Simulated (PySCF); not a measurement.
**Radial density of Ne⁺ (neon, charge +1)**

UHF, [He] 2s2 2p5, 2P determinant. All numbers are calculated (PySCF 2.14, the non-relativistic Hamiltonian (point nucleus), in def2-TZVP (5s3p2d1f, 31 functions)).

```json
{"r (bohr)": "0.00213", "4πr²ρ (e/bohr)": "0.03405", "4πr²(ρα − ρβ)": "0.0000"}
{"r (bohr)": "0.00359", "4πr²ρ (e/bohr)": "0.09385", "4πr²(ρα − ρβ)": "0.0000"}
{"r (bohr)": "0.00604", "4πr²ρ (e/bohr)": "0.2523", "4πr²(ρα − ρβ)": "0.0000"}
{"r (bohr)": "0.0102", "4πr²ρ (e/bohr)": "0.6581", "4πr²(ρα − ρβ)": "0.0001"}
{"r (bohr)": "0.0171", "4πr²ρ (e/bohr)": "1.621", "4πr²(ρα − ρβ)": "0.0003"}
{"r (bohr)": "0.0287", "4πr²ρ (e/bohr)": "3.640", "4πr²(ρα − ρβ)": "0.0011"}
{"r (bohr)": "0.0483", "4πr²ρ (e/bohr)": "6.984", "4πr²(ρα − ρβ)": "0.0047"}
{"r (bohr)": "0.0813", "4πr²ρ (e/bohr)": "10.35", "4πr²(ρα − ρβ)": "0.0227"}
{"r (bohr)": "0.137", "4πr²ρ (e/bohr)": "10.17", "4πr²(ρα − ρβ)": "0.0993"}
{"r (bohr)": "0.230", "4πr²ρ (e/bohr)": "6.137", "4πr²(ρα − ρβ)": "0.3571"}
{"r (bohr)": "0.387", "4πr²ρ (e/bohr)": "5.643", "4πr²(ρα − ρβ)": "0.8629"}
{"r (bohr)": "0.651", "4πr²ρ (e/bohr)": "7.616", "4πr²(ρα − ρβ)": "1.1107"}
{"r (bohr)": "1.09", "4πr²ρ (e/bohr)": "4.312", "4πr²(ρα − ρβ)": "0.5718"}
{"r (bohr)": "1.84", "4πr²ρ (e/bohr)": "0.6876", "4πr²(ρα − ρβ)": "0.0762"}
{"r (bohr)": "3.10", "4πr²ρ (e/bohr)": "0.02254", "4πr²(ρα − ρβ)": "0.0012"}
{"r (bohr)": "5.21", "4πr²ρ (e/bohr)": "1.338e-05", "4πr²(ρα − ρβ)": "0.0000"}
```
